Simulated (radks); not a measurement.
Values are calculated unless marked as measured or tabulated.
Task: The mean radii <r> (bohr) of the occupied orbitals of an atom or ion are listed with their occupations. Code: a radial shooting solver on a logarithmic mesh with Libxc functionals. Model: Dirac Kohn-Sham, PBE, spin-unpolarised, spherical densities, point nucleus.

| orbital | occ. | <r> |
|---|---|---|
| 1s1/2 | 2 | 0.03185 |
| 2s1/2 | 2 | 0.1380 |
| 2p1/2 | 2 | 0.1171 |
| 2p3/2 | 4 | 0.1221 |
| 3s1/2 | 2 | 0.3790 |
| 3p1/2 | 2 | 0.3712 |
| 3p3/2 | 4 | 0.3820 |
| 3d3/2 | 4 | 0.3556 |
| 3d5/2 | 6 | 0.3591 |
| 4s1/2 | 2 | 0.9425 |
| 4p1/2 | 2 | 1.013 |
| 4p3/2 | 4 | 1.043 |
| 4d3/2 | 3.2 | 1.364 |
| 4d5/2 | 4.8 | 1.380 |

Name the element and its charge. Open shells, if any, are shared by 2j + 1.

Result: Z = 46, palladium, charge +2: Pd2+ in [Kr] 4d8. The 1s radius gives Z: for a bare nucleus <r> = (2 gamma + 1)/(2Z) with gamma = sqrt(1 - (Z/c)^2), 0.03135 bohr for Z = 46, and screening makes it slightly larger (0.03185 here). The occupations add up to 44, and the charge is Z minus that.
